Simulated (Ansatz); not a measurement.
`C[SiH](C)N(C(C)(C)C)[Si](C)(C)C` + `F[SiH2][GeH3]` → `C[SiH](C)[SiH2]F` + `CC(C)(C)[N]([GeH3])[Si](C)(C)C`  (redistribution)

Program: Ansatz. Geometries: PBE0-D4/def2-TZVP. ΔE: electronic, gas phase. CCSD(T)/CBS adds triple-zeta CCSD(T) − MP2 to the extrapolated MP2 energy (def2 sets, frozen cores). Functionals use def2-TZVPP. B3LYP here is the variant with VWN-RPA as its local correlation; programs differ in this. HSE06 is defined as in plane-wave codes. For Ge outer-core shells are correlated without core-valence functions, which leaves a few kJ/mol of doubt a bond. Scalar relativity is left out up to krypton. One conformer a species, not always the lowest.

| level | ΔE (kJ/mol) | difference from CCSD(T)/CBS |
| --- | --- | --- |
| LDA (SPW92) | 63.8 | 6.2 |
| revPBE-D4 | 57.6 | 0.0 |
| BLYP-D4 | 60.8 | 3.2 |
| r2SCAN-D4 | 61.9 | 4.3 |
| B97M-V | 58.7 | 1.1 |
| B3LYP-D4 | 62.2 | 4.6 |
| r2SCANh-D4 | 62.5 | 4.9 |
| r2SCAN0-D4 | 63.3 | 5.7 |
| HSE06-D4 | 59.0 | 1.4 |
| BHLYP-D4 | 62.8 | 5.2 |
| CAM-B3LYP-D4 | 63.5 | 5.9 |
| ωB97X-V | 58.3 | 0.7 |
| ωB97M-V | 66.4 | 8.8 |
| B2PLYP | 55.1 | -2.5 |
| PBE-QIDH | 55.8 | -1.8 |
| revPBE | 44.8 | -12.8 |
| BLYP | 49.9 | -7.7 |
| r2SCAN | 58.5 | 0.9 |
| PBE0 | 53.2 | -4.4 |
| B3LYP | 53.4 | -4.2 |
| r2SCANh | 59.0 | 1.4 |
| r2SCAN0 | 59.7 | 2.1 |
| BHLYP | 56.6 | -1.0 |
| CAM-B3LYP | 57.0 | -0.6 |
| LC-ωPBE | 53.6 | -4.0 |
| RPA@PBE/def2-TZVPP | 52.2 | -5.4 |
| HF/def2-SVP | 44.6 | -13.0 |
| MP2/def2-SVP | 51.2 | -6.4 |
| CCSD/def2-SVP | 49.8 | -7.8 |
| CCSD(T)/def2-SVP | 50.2 | -7.4 |
| HF/def2-TZVPP | 49.2 | -8.4 |
| MP2/def2-TZVPP | 57.2 | -0.4 |
| SCS-MP2/def2-TZVPP | 53.5 | -4.1 |
| CCSD/def2-TZVPP | 55.3 | -2.3 |
| CCSD(T)/def2-TZVPP | 55.9 | -1.7 |
| HF/def2-QZVPP | 50.6 | -7.0 |
| SCS-MP2/def2-QZVPP | 54.6 | -3.0 |
| HF/CBS(def2) | 50.8 | -6.8 |
| MP2/CBS(def2) | 58.9 | 1.3 |
| CCSD/CBS(def2) | 56.9 | -0.7 |
| CCSD(T)/CBS | 57.6 | 0 |

Largest T1 diagnostic among the species: 0.012.

The D4 term adds +8.9 kJ/mol with B3LYP and +6.2 kJ/mol with PBE0; it sums over pairs of atoms, weighted by their polarisabilities, and B3LYP, whose exchange is more repulsive, gets the larger term. At CCSD(T), def2-SVP lies −7.4 kJ/mol from the extrapolated value and def2-TZVPP −1.7 kJ/mol. From BLYP to BHLYP (50 % exact exchange), in def2-TZVPP and without D4, ΔE moves by +6.6 kJ/mol.
